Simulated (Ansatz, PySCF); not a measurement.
Gas-phase reaction (SMILES): CCO[Si](C)(C)C [ethoxy(trimethyl)silane] + O (H2O) → C[Si](C)(C)O [hydroxy(trimethyl)silane] + CCO; water cleaves one Si-O bond, a model of a ligand-exchange step.

Structures are relaxed separately at B3LYP-D3(BJ)/def2-TZVP in Ansatz (a program for electronic structure), one conformer each, not searched for the lowest. Valence correlation only, unless marked. Spin-orbit coupling is left out. Non-relativistic. CBS(X,Y): correlation extrapolated as X^-3; Hartree-Fock from the larger set. [CCSD(T)-MP2]/basis is that difference in the basis named. Thermal terms are rigid-rotor harmonic-oscillator values from B3LYP-D3(BJ) frequencies (Ansatz or PySCF) at 298.15 K and 1 atm. 1 Eh = 627.5095 kcal/mol.

```tsv
species	E, RI-MP2/CBS(aug-cc-pV(T+d)Z,aug-cc-pV(Q+d)Z)+[CCSD(T)-MP2]/aug-cc-pV(T+d)Z (Ansatz) (Eh)	E, wB97M-V/def2-TZVPD (Ansatz) (Eh)	H - E (Eh)
CCO[Si](C)(C)C	-563.02900	-563.70482	0.19368
O (H2O)	-76.37791	-76.43347	0.02495
C[Si](C)(C)O	-484.52427	-485.11065	0.13401
CCO	-154.88074	-155.02601	0.08491
```

Task: Work out ΔE and ΔH at 298.15 K at the first level, then ΔH at the second.

Result: 
1. ΔE = [(-484.52427) + (-154.88074)] - [(-563.02900) + (-76.37791)] = 0.00190 Eh = 1.2 kcal/mol at RI-MP2/CBS(aug-cc-pV(T+d)Z,aug-cc-pV(Q+d)Z)+[CCSD(T)-MP2]/aug-cc-pV(T+d)Z.
2. The terms H - E add up to 0.00029 Eh, so ΔH = (0.00190 + (0.00029))×627.5095 = 1.4 kcal/mol.
3. At wB97M-V/def2-TZVPD the same steps give ΔE = 1.0 and ΔH = 1.2 kcal/mol, a shift of -0.2 from the first level.
4. These values are not checked against measurement here, since the tables used lack a sound gas-phase enthalpy of formation for at least one species.
